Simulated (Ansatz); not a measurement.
## Energy profile

The step: GeCl₄ ([Cl][Ge]([Cl])([Cl])[Cl]) + HF → GeCl₃F ([F][Ge]([Cl])([Cl])[Cl]) + HCl; bonds formed: Ge1–F7, Cl2–H6; bonds broken: Ge1–Cl2, H6–F7 (atoms numbered as in the saddle structure below).

Ge1  (-0.477, -0.073, 0.170)
Cl2  (0.946, 0.697, -1.717)
Cl3  (-1.357, 1.848, 0.311)
Cl4  (-0.849, -0.881, 2.118)
Cl5  (-1.364, -1.532, -1.084)
H6  (1.666, 0.173, -0.398)
F7  (1.437, -0.231, 0.599)
(Å)

Electronic energies by CCSD(T) at an estimated basis limit (MP2 extrapolated from triple and quadruple zeta, plus CCSD(T) − MP2 in triple zeta), on PBE0-D4/def2-TZVP structures; GeHCl4F, closed shell; no counterpoise correction. Program: Ansatz 0.2.0. Basis: def2-TZVPP and def2-QZVPP. Cores are frozen in the correlated methods. Filled d shells of the heavier atoms are correlated. The def2 sets are not built for correlating such inner shells, so the correlated values are less sure here. Extrapolation: Hartree–Fock as exp(−7.88 √X), correlation as X^−2.97.

Give the profile in kcal/mol, counted from the separated reactants. (Judge from chemistry; the value comes from the calculation.)

Computed:
```json
{"point": "separated: GeCl4 (linked as [Cl][Ge]([Cl])([Cl])[Cl]; Ge1, Cl2, Cl3, Cl4, Cl5; singlet) + HF (H6, F7; singlet)", "kcal/mol": "0.00"}
{"point": "start structure", "kcal/mol": "-1.91"}
{"point": "saddle", "kcal/mol": "31.59"}
{"point": "end structure", "kcal/mol": "0.08"}
{"point": "separated: GeCl3F (linked as [F][Ge]([Cl])([Cl])[Cl]; Ge1, Cl3, Cl4, Cl5, F7; singlet) + HCl (Cl2, H6; singlet)", "kcal/mol": "2.83"}
```

The T1 diagnostic stays at or below 0.011.

For scale, one of the runs: CCSD(T)/def2-TZVPP, 261 basis functions, launched by `ansatz run in.yaml --threads 8 --pin off --events-out ev --progress --plain --max-ram 19148MiB`. Hardware: 8 CPU threads of an Intel Xeon, shared host. Wall time 4.4 min; peak host memory 6 GiB.
